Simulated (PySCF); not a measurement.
In(CF3)(OH)2 (CH2F3InO2), SMILES [OH][In]([OH])[C](F)(F)F.

The structure is a stationary point at PBE-D3(BJ)/def2-SVP. The def2 effective core potentials stand for the cores of In; spin–orbit coupling is left out. The values are those of a single conformer.

Method: PySCF with PBE-D3(BJ)/def2-SVP.

Frequencies are harmonic and unscaled.

```json
[
 {"mode": "1", "ν (cm⁻¹)": "3", "IR (km/mol)": "0.4", "moving atoms (share of kinetic energy)": "F 52 %, O 44 %"},
 {"mode": "2", "ν (cm⁻¹)": "63", "IR (km/mol)": "4.8", "moving atoms (share of kinetic energy)": "O 55 %, F 24 %, In 15 %"},
 {"mode": "3", "ν (cm⁻¹)": "89", "IR (km/mol)": "10.0", "moving atoms (share of kinetic energy)": "O 51 %, F 23 %, In 21 %"},
 {"mode": "4", "ν (cm⁻¹)": "123", "IR (km/mol)": "16.5", "moving atoms (share of kinetic energy)": "O 79 %, H 11 %"},
 {"mode": "5", "ν (cm⁻¹)": "191", "IR (km/mol)": "6.9", "moving atoms (share of kinetic energy)": "F 69 %, In 15 %, C 9 %"},
 {"mode": "6", "ν (cm⁻¹)": "200", "IR (km/mol)": "2.1", "moving atoms (share of kinetic energy)": "F 79 %, C 10 %"},
 {"mode": "7", "ν (cm⁻¹)": "229", "IR (km/mol)": "8.8", "moving atoms (share of kinetic energy)": "F 58 %, In 31 %"},
 {"mode": "8", "ν (cm⁻¹)": "273", "IR (km/mol)": "111.4", "moving atoms (share of kinetic energy)": "H 93 %"},
 {"mode": "9", "ν (cm⁻¹)": "314", "IR (km/mol)": "53.6", "moving atoms (share of kinetic energy)": "H 91 %"},
 {"mode": "10", "ν (cm⁻¹)": "502", "IR (km/mol)": "0.3", "moving atoms (share of kinetic energy)": "F 93 %"},
 {"mode": "11", "ν (cm⁻¹)": "503", "IR (km/mol)": "0.1", "moving atoms (share of kinetic energy)": "F 93 %"},
 {"mode": "12", "ν (cm⁻¹)": "565", "IR (km/mol)": "58.1", "moving atoms (share of kinetic energy)": "O 88 %, In 10 %"},
 {"mode": "13", "ν (cm⁻¹)": "586", "IR (km/mol)": "64.5", "moving atoms (share of kinetic energy)": "O 83 %, In 15 %"},
 {"mode": "14", "ν (cm⁻¹)": "702", "IR (km/mol)": "6.9", "moving atoms (share of kinetic energy)": "F 84 %, C 15 %"},
 {"mode": "15", "ν (cm⁻¹)": "798", "IR (km/mol)": "54.8", "moving atoms (share of kinetic energy)": "H 94 %"},
 {"mode": "16", "ν (cm⁻¹)": "831", "IR (km/mol)": "92.4", "moving atoms (share of kinetic energy)": "H 93 %"},
 {"mode": "17", "ν (cm⁻¹)": "1088", "IR (km/mol)": "345.2", "moving atoms (share of kinetic energy)": "C 71 %, F 28 %"},
 {"mode": "18", "ν (cm⁻¹)": "1104", "IR (km/mol)": "219.6", "moving atoms (share of kinetic energy)": "C 72 %, F 28 %"},
 {"mode": "19", "ν (cm⁻¹)": "1121", "IR (km/mol)": "220.8", "moving atoms (share of kinetic energy)": "C 72 %, F 28 %"},
 {"mode": "20", "ν (cm⁻¹)": "3697", "IR (km/mol)": "52.6", "moving atoms (share of kinetic energy)": "H 94 %"},
 {"mode": "21", "ν (cm⁻¹)": "3705", "IR (km/mol)": "43.5", "moving atoms (share of kinetic energy)": "H 94 %"}
]
```
